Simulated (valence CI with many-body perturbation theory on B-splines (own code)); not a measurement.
Ga¹⁷⁺ in three bases

Calculated by configuration interaction combined with many-body perturbation theory (CI+MBPT): four valence electrons over a frozen Dirac-Fock core [Ne], radial functions for each j: 9 s, 9 p, 8 d, 6 f, 3 g, 1 h, with the one-electron correlation potential Σ1 (screened to all orders), the two-electron term Σ2, the three-electron term Σ3, Breit, model QED; selected single and double excitations, second order for the rest (own B-spline code, finite nucleus).

No measured levels were compared; by estimate levels of excited configurations hold to 0.05 to 0.15 % of their energy, terms of the ground configuration to about 0.5 %.

The reference run has the lowest level 3s2.3p2 3P_0 and an ionisation energy of 639.205 eV. Its largest variational space holds 20000 state functions.

Names give the largest LS component (configuration and term), which can be under half, so a name can repeat, a term be missing and a line seem to break the LS rules; names also repeat where a configuration has a term twice.

Changed runs:
A. basis 6 s, 6 p, 5 d, 3 f, 1 g
B. basis 5 s, 5 p, 4 d, 2 f

Excitation energies of the reference run in cm⁻¹, and shifts in cm⁻¹:

```
                 Level  Reference       A       B
          3s2.3p2 3P_1      28079     -24     -68
          3s2.3p2 3P_2      45746     +12     +61
          3s2.3p2 1D_2      94891     +83    +321
          3s2.3p2 1S_0     151852    +182    +566
          3s.3p3 5S°_2     323515    -213    -671
          3s.3p3 3D°_1     415335    +0.5     +36
          3s.3p3 3D°_2     416553    -4.2     +25
          3s.3p3 3D°_3     427219     -11    +6.1
          3s.3p3 3P°_0     477527     +73    +271
          3s.3p3 3P°_1     480756     +64    +242
          3s.3p3 3P°_2     482537     +52    +173
          3s.3p3 1D°_2     525627     +65    +121
Ionisation energy (eV)    639.205  -0.022  -0.065
```
